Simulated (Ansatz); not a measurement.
`[CH3][SbH][CH2]N` → `C[CH](N)[SbH2]`  (isomerisation)

Program: Ansatz. Geometries: PBE0-D4/def2-TZVP. ΔE: electronic, gas phase. CBS: MP2 limit from def2 TZ/QZ plus the TZ coupled-cluster correction, frozen cores. def2 core potentials past Kr. For Sb outer-core shells are correlated without core-valence functions, which leaves a few kJ/mol of doubt a bond. Each species was taken in one conformer, which may not be the lowest.

```csv
species,CCSD/def2-TZVPP energy (Eh)
`[CH3][SbH][CH2]N`,-375.08967
`C[CH](N)[SbH2]`,-375.08442
```

Problem. Work out ΔE.

Solution. ΔE = (-375.08442) − (-375.08967) = 0.00525 Eh = +13.8 kJ/mol. CCSD(T)/CBS gives +18.0 kJ/mol.

Largest T1 diagnostic among the species: 0.012.
